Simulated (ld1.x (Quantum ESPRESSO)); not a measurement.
# Tc RRKJ: all-electron and pseudo phase curves

```json
{
  "Element": "Tc (Z = 43)",
  "Generator": "ld1.x (Quantum ESPRESSO) 7.5",
  "Type": "norm-conserving RRKJ (Kleinman–Bylander form)",
  "Functional": "PBEsol",
  "Relativity": "scalar-relativistic",
  "Frozen core": "[Kr]",
  "Valence charge": "7",
  "Reference configuration": "4d5.5 5s1.5 5p0",
  "Partial waves": "5s (bound): rc 2.95 bohr; 5p (bound, empty): rc 3.10 bohr; 4d (bound): rc 1.45 bohr",
  "Local potential": "all-electron potential smoothed inside 1.55 bohr (lloc = -1)",
  "Core correction": "Bessel-smoothed model core inside 1.45 bohr",
  "rho0": "0.001"
}
```

The phase is arctan(r·u′/u) with u = r·R(r), unwrapped; energies in Ry, scanned from -2 to 5 Ry. A pole is an energy at which the radial function vanishes at the test radius. The pseudo phase is shifted by a multiple of π to meet the all-electron one at the reference energy, and phase errors are pseudo minus all-electron; the curves can meet again beyond the range given. Levels narrower than the energy grid can be missing from the lists of poles.

| channel | radius (bohr) | reference energy (Ry) | poles, all-electron | poles, pseudo | unbroken range about the reference energy with phases within 0.05 rad | phase error 1 Ry above the reference energy (rad) |
| --- | --- | --- | --- | --- | --- | --- |
| s | 3.35 | -0.34 | 0.65 | 0.61, 3.63 | below 1.5 | -0.009 |
| p | 3.35 | -0.08 | 1.48 | 1.41 | below 2.4 | -0.007 |
| d | 3.35 | -0.41 | -0.28, 3.09 | -0.28, 3.10 | the whole range | +0.000 |

Note: ghost states, extra bound levels that the all-electron valence spectrum of the same l lacks: s at -102.5 eV, p at -29.5 eV. A true bound ghost makes a file unfit for plane-wave use.

Phases in the s channel:

```
E (Ry)  all-electron  pseudo
 -2.00         1.311   1.310
 -1.52         1.244   1.243
 -1.04         1.088   1.086
 -0.56         0.357   0.354
 -0.08        -1.197  -1.199
  0.40        -1.503  -1.508
  0.88        -1.618  -1.631
  1.36        -1.702  -1.736
  1.84        -1.801  -1.926
  2.32        -1.993  -3.128
  2.80        -2.722  -4.448
  3.28        -4.105  -4.643
  3.76        -4.451  -4.735
  4.24        -4.569  -4.821
  4.72        -4.632  -4.965
```
